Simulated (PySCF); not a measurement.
Ground-state electric properties of a mixed set of molecules.

All values: CAM-B3LYP/def2-SVPD (PySCF) at GFN2-xTB geometries, gas phase, one conformer each. Core orbitals are frozen in the response; Δα² is half the sum of the squared differences of the principal polarisabilities.

Question: Rank by HOMO energy, lowest first.
A. `C[Si@H]1C[SiH2][SiH2][SiH2]1`
B. `N[Si@H](F)NCC[SiH3]`
C. `F[Si@@H]1CC[C@@H]1C[SiH3]`
D. `[H]/N=C\C=C\[SiH2][SiH3]`

Answer: C (-9.18 eV), D (-8.95 eV), A (-8.81 eV), B (-8.68 eV).

Question: Rank by dipole moment, highest first.
A. `[CH3:1][Si@H:2]1[CH2:3][SiH2:4][SiH2:5][SiH2:6]1` with C1–Si2–C3–Si4 160°, Si2–C3–Si4–Si5 -37°, C3–Si4–Si5–Si6 18°, Si4–Si5–Si6–Si2 1°
B. `[NH2:1][Si@H:2]([F:3])[NH:4][CH2:5][CH2:6][SiH3:7]` with H–N1–Si2–F3 -42° and -179°, N1–Si2–N4–C5 179°, Si2–N4–C5–C6 -75°, N4–C5–C6–Si7 -58°
C. `[H]/[N:1]=[CH:2]\[CH:3]=[CH:4]\[SiH2:5][SiH3:6]` with N1–C2–C3–C4 178°, C3–C4–Si5–Si6 -104°

Answer: C (2.38 D), B (1.90 D), A (1.06 D).

All values together:

```tsv
SMILES	formula	μ (D)	HOMO (eV)	LUMO (eV)	α (Å³)	Δα (Å³)	electrons	α per electron (Å³)
C[Si@H]1C[SiH2][SiH2][SiH2]1	C2H12Si4	1.06	-8.81	0.11	20.13	6.17	80	0.252
F[Si@@H]1CC[C@@H]1C[SiH3]	C4H11FSi2	1.97	-9.18	1.00	14.20	3.59	72	0.197
N[Si@H](F)NCC[SiH3]	C2H11FN2Si2	1.90	-8.68	1.12	13.43	2.61	74	0.181
[H]/N=C\C=C\[SiH2][SiH3]	C3H9NSi2	2.38	-8.95	-0.65	15.97	9.38	62	0.258
```

Conformers: `[CH3:1][Si@H:2]1[CH2:3][SiH2:4][SiH2:5][SiH2:6]1` with C1–Si2–C3–Si4 160°, Si2–C3–Si4–Si5 -37°, C3–Si4–Si5–Si6 18°, Si4–Si5–Si6–Si2 1°; `[F:1][Si@@H:2]1[CH2:3][CH2:4][C@@H:5]1[CH2:6][SiH3:7]` with C4–C5–C6–Si7 180°; `[NH2:1][Si@H:2]([F:3])[NH:4][CH2:5][CH2:6][SiH3:7]` with H–N1–Si2–F3 -42° and -179°, N1–Si2–N4–C5 179°, Si2–N4–C5–C6 -75°, N4–C5–C6–Si7 -58°; `[H]/[N:1]=[CH:2]\[CH:3]=[CH:4]\[SiH2:5][SiH3:6]` with N1–C2–C3–C4 178°, C3–C4–Si5–Si6 -104°.
